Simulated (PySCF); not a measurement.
Method: CAM-B3LYP-D3(BJ)/def2-TZVP (PySCF). Isolated molecules, 0 K electronic values unless said otherwise. One relaxed conformer stands for a flexible species; it need not be the lowest. Excitations are Tamm–Dancoff values on a coarser integration grid. The basis has no diffuse functions, so Rydberg states are missing or too high.

Reference species (SMILES): `C=C(Cl)/C=C/[SiH3]` (Cl–C–C–C torsion 0°) (neutral, multiplicity 1).

```
Item                                           Result
-------------------------------------------  --------
LUMO                                         -0.42 eV
brightest of the four lowest singlets (TDA)   5.93 eV
HOMO–LUMO gap                                 8.00 eV
```

After one change: the LUMO increases by 0.04 eV; the brightest of the four lowest singlets (TDA) falls by 0.26 eV; the HOMO–LUMO gap falls by 0.22 eV.

Task: Which change was made? The new species is one of these.
(A) `C=C([SiH3])/C=C/Cl` (Si–C–C–C torsion 0°)
(B) `C=C([SiH3])C(=C)Cl` (Si–C–C–Cl torsion 45°)
(C) `C=C/C=C(/[SiH3])Cl` (C–C–C–C torsion 180°)

Result: C, `C=C/C=C(/[SiH3])Cl` (C–C–C–C torsion 180°)
